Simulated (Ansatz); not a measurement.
Geometry optimisation, RKS CAM-B3LYP-D4/STO-3G (Ansatz 0.2.0).

Input:

```yaml
crystal:
  periodic: [false, false, false]
  atoms:
    - { symbol: F, position_ang: [-1.35613, -1.55686, 1.7438] }
    - { symbol: Al, position_ang: [-1.33894, 0.06867, 1.43283] }
    - { symbol: B, position_ang: [-0.11229, 0.89197, -0.02043] }
    - { symbol: Si, position_ang: [1.05117, -0.2821, -1.09421] }
    - { symbol: H, position_ang: [-2.34598, 0.78081, 2.3776] }
    - { symbol: H, position_ang: [-0.0791, 2.05049, -0.22683] }
    - { symbol: H, position_ang: [1.87645, 0.37489, -2.12383] }
    - { symbol: H, position_ang: [0.28715, -1.30763, -1.8302] }
    - { symbol: H, position_ang: [-0.84219, 0.76777, 0.8855] }
basis:
  gaussian: { orbitals: STO-3G }
hamiltonian:
  xc: cam_b3lyp
  dispersion: d4
relax:
  f_tol: 0.02
  max_steps: 50
```

Run as:

```bash
$ ansatz run input.yaml --threads 1 --pin off --max-ram 2048MiB --backend cpu --events-out ev --progress --plain --runs-dir out
```

Task: Where does it end, and by what steps?

Result: The forces met the threshold. The force dipped under the threshold on the way, but the program's further checks kept it going. Limits of this set-up: minimal basis. After 39 steps the energy has fallen by 10.034 eV; H5 moved furthest, 2.65 Å. The start is strongly strained (largest force component 19 eV/Å), so its close contacts needn't be bonds. Parted: Al2–B3, Al2–H9. Joined: Al2–Si4.

| step | energy less start (eV) | largest force component (eV/Å) | accepted |
| --- | --- | --- | --- |
| 0 | 0.0000 | 18.731 | yes |
| 2 | -6.0554 | 2.441 | yes |
| 4 | -6.9607 | 1.161 | yes |
| 6 | -8.1261 | 1.974 | yes |
| 8 | -8.9317 | 0.795 | yes |
| 10 | -9.3055 | 0.527 | yes |
| 12 | -9.5423 | 0.533 | yes |
| 14 | -9.6426 | 0.628 | yes |
| 16 | -9.7006 | 0.304 | yes |
| 18 | -9.7136 | 0.583 | no |
| 20 | -9.7262 | 0.110 | yes |
| 22 | -9.7296 | 0.077 | yes |
| 24 | -9.7345 | 0.184 | yes |
| 26 | -9.7542 | 1.007 | yes |
| 28 | -9.8698 | 1.561 | yes |
| 30 | -9.9722 | 0.816 | no |
| 32 | -10.0256 | 0.185 | yes |
| 34 | -10.0302 | 0.059 | yes |
| 36 | -10.0336 | 0.013 | yes |
| 38 | -10.0338 | 0.025 | yes |
| 39 | -10.0340 | 0.019 | yes |

```xyz
9
Properties=species:S:1:pos:R:3
F -1.763 -1.548 1.824
Al -1.870 -0.620 0.498
B 0.929 1.356 0.423
Si 0.059 -0.036 -0.590
H -3.241 -0.199 0.083
H 0.659 2.485 0.275
H -0.243 0.416 -1.925
H 0.926 -1.181 -0.727
H 1.684 1.115 1.284
```

Whether the end is a true minimum wasn't checked by a vibrational analysis.

The run took 51 s on 1 thread of Intel(R) Xeon(R) 6975P-C (Granite Rapids), with other jobs on the host, peak memory 0.16 GiB.
